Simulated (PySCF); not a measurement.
BiBr2, SMILES [Bi]([Br])[Br], multiplicity 2.

Geometry optimised at PBE-D3(BJ)/def2-SVP. The spin state was assumed, not searched. The isomer is the one that the SMILES or the coordinates give; other isomers of the formula were not compared. The def2 effective core potentials stand for the cores of Bi; spin–orbit coupling is left out.

Computed with PBE-D3(BJ)/def2-SVP (PySCF).

Frequencies are harmonic and unscaled.

Computed normal modes with their intensities:
```json
[
 {"mode": "1", "ν (cm⁻¹)": "62", "IR (km/mol)": "0.6", "moving atoms (share of kinetic energy)": "Br 82 %, Bi 18 %"},
 {"mode": "2", "ν (cm⁻¹)": "214", "IR (km/mol)": "29.8", "moving atoms (share of kinetic energy)": "Br 68 %, Bi 32 %"},
 {"mode": "3", "ν (cm⁻¹)": "219", "IR (km/mol)": "7.7", "moving atoms (share of kinetic energy)": "Br 75 %, Bi 25 %"}
]
```
